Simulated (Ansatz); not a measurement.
Be₅⁺, relaxed as a doublet with UKS PBE/def2-TZVP in Ansatz, starting from the PBE/def2-TZVP geometry of the neutral singlet. Force threshold 0.02 eV/Å.

The structure comes from a short search, and lower isomers may exist.

Start:

```
atom   x (Å)   y (Å)   z (Å)
 Be1   0.157   1.102   0.327
 Be2   0.126  -0.299  -1.115
 Be3   1.664  -0.319   0.274
 Be4  -1.664   0.320  -0.275
 Be5  -0.284  -0.804   0.788
```

Task: Estimate the energy that the relaxation releases and the steps that it takes.

Result: 0.8 kcal/mol, in 3 steps; 3.8 s on 4 threads of Arm Neoverse V2 on a shared host. No frequencies were taken in this run, so the end may be a saddle point.

Task: Does the start keep its bonding and symmetry?

Result: By distances, no bond broke or formed. The bond that changes most is Be1–Be5, from 2.01 to 2.07 Å (atoms count from 1). Point group D3h at the start, D3h at the end, both within 0.05 Å.

Task: Predict the relaxed structure.

Result: 
```xyz
5

Be    0.1621    1.1330    0.3358
Be    0.1299   -0.3070   -1.1453
Be    1.6878   -0.3239    0.2782
Be   -1.6878    0.3239   -0.2782
Be   -0.2919   -0.8261    0.8095
```
Bond lengths (bridged metal pairs left out): 9 × Be–Be 2.07 to 2.11 Å.
